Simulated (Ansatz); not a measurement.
Ni₂Br₄, relaxed as a singlet with RKS PBE0-D4/def2-SVP in Ansatz, starting from the GFN2-xTB geometry. Force threshold 0.02 eV/Å.

The restricted singlet is unstable towards broken spin symmetry at other levels; at PBE0-D4/def2-SVP this wasn't settled. The relaxation made no stability test and no search for a lower SCF solution. No other spin state of charge 0 was run. Another isomer (quintet) lies 1.93 eV lower at PBE0-D4/def2-TZVP; other spin states weren't run for this one.

Start:

Cartesian coordinates in Å:
```
Ni -0.093 -1.442 0.729
Ni 0.094 1.443 -0.735
Br -0.721 3.393 -0.935
Br -1.197 0.571 0.833
Br 1.235 -0.555 -0.802
Br 0.682 -3.410 0.909
```

Q: Estimate the energy that the relaxation releases and the steps that it takes.

A: 0.20 eV, in 5 steps; 36 s on 4 threads of Intel Xeon Platinum 8559C on a shared host. No frequencies were taken in this run, so the end may be a saddle point.

Q: Does the start keep its bonding?

A: By distances, no bond broke or formed. The bond that changes most is Ni1–Br6, from 2.12 to 2.20 Å (atoms count from 1).

Q: Predict the relaxed structure.

A: 
```xyz
6

Ni   -0.088   -1.423    0.723
Ni    0.090    1.424   -0.721
Br   -0.729    3.453   -0.969
Br   -1.276    0.592    0.904
Br    1.318   -0.570   -0.857
Br    0.684   -3.475    0.920
```
Bond lengths (bridged metal pairs left out): 6 × Br–Ni 2.20 to 2.35 Å.
